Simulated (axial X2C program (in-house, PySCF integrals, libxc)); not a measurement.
**Potential curves of RhGe⁺, with spin–orbit coupling**

Calculated with an axial X2C code built on PySCF integrals. Two-component (2c) means X2C with spin–orbit coupling and atomic mean-field two-electron Coulomb and Gaunt terms. Basis: Rh dyall-v3z [12s12p8d3f2g], Ge dyall-v3z [9s9p7d1f] (cores contracted in-house); Gaussian nuclei, density fitting, unrestricted open shells. Masses: Rh 102.906 u, Ge 73.921 u.

State: Ω = 0 (closed shell). Energies in eV from the lowest point of each curve. Fits are polynomials in 1 − R0/R over 0.85 to 1.23 times the lowest point R0.

```tsv
R (Å)	PBE0
1.8479	1.3020
1.9328	0.5274
1.9966	0.2040
2.0603	0.0421
2.1240	0.0000
2.1983	0.0606
2.2727	0.2040
2.3683	0.4653
2.4851	0.8475
2.6550	1.4358
```

The state is one determinant whose occupation by symmetry is held fixed; it was picked as the lowest of a PBE0 search that is not exhaustive. Closed shells are restricted here (equal orbitals for both partners); the stretched side of such a curve lies too high. Other states lie close and PBE0, whose exact exchange favours high spin, may order them wrongly; the determinant shown need not be the ground state. The nearest other 2c determinant of the search, Ω = 3, lies 0.21 eV up at the distance of the search.

(1) Fit the PBE0 curve near its minimum: give the equilibrium distance and the harmonic wavenumber.

Results:

(1) At PBE0, 2c: Re = 2.119 Å, ωe ≈ 374 cm⁻¹; Be follows as 0.0873 cm⁻¹.
